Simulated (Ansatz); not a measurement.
## A barrier at the coupled-cluster level

Start structure (SiH$_{2}$Cl$_{4}$O, singlet), relaxed at PBE0-D4/def2-TZVP:

```
8
angstrom
Si 0.3393 1.0675 -0.7204
Cl 2.0841 0.0699 -0.6128
Cl -1.0831 -0.0721 -1.6100
Cl -0.2852 1.6330 1.1213
Cl 0.5984 2.7356 -1.8410
H -0.7454 -2.2403 0.5907
O -0.1622 -1.8074 1.2185
H -0.7459 -1.3862 1.8536
```

The step: SiCl₄ ([Cl][Si]([Cl])([Cl])[Cl]) + H₂O → SiHCl₃O ([OH][Si]([Cl])([Cl])[Cl]) + HCl; bonds formed: Si1–O7, Cl2–H6; bonds broken: Si1–Cl2, H6–O7. Ansatz 0.2.0; basis: def2-TZVPP and def2-QZVPP; cores frozen in the correlated methods. Extrapolation: Hartree–Fock as exp(−7.88 √X), correlation as X^−2.97. Energies below are by CCSD(T) at an estimated basis limit (MP2 extrapolated from triple and quadruple zeta, plus CCSD(T) − MP2 in triple zeta).

Q: What are the electronic barrier and the energy of the step, from the start structure to the end structure? (To be estimated.)

A: By the calculation: Barrier 25.34 kcal/mol; step energy -5.24 kcal/mol (downhill); reverse barrier, their difference, 30.59 kcal/mol. Barrier and step energy count from the start structure, the reverse barrier from the end structure.

The saddle point: One imaginary mode of 392i cm⁻¹.
```csv
pair,start (Å),saddle (Å),end (Å)
Si1–O7,3.50,1.76,1.63
Cl2–H6,3.85,1.68,1.29
Si1–Cl2,2.01,2.53,4.44
H6–O7,0.96,1.09,1.97
```

Zero-point energy (harmonic, PBE0-D4): ZPE is 18.76 kcal/mol at the start and 18.09 kcal/mol at the saddle, so the barrier goes from 25.34 to 24.67 kcal/mol.

T1 diagnostic: at most 0.010.

The step is the kind of ligand exchange by which a precursor binds to a hydroxyl group, or is hydrolysed, in atomic layer deposition of oxides.

Labels in which every atom is bracketed show which atoms are joined, not bond orders.

For scale, one of the runs: CCSD(T)/def2-TZVPP, 269 basis functions, launched by `ansatz run in.yaml --threads 8 --pin off --events-out ev --progress --plain --max-ram 19148MiB`. Time: 67 s of wall clock on 8 CPU threads of an INTEL XEON PLATINUM 8581C; the host was shared. Peak host memory: 6.3 GiB.
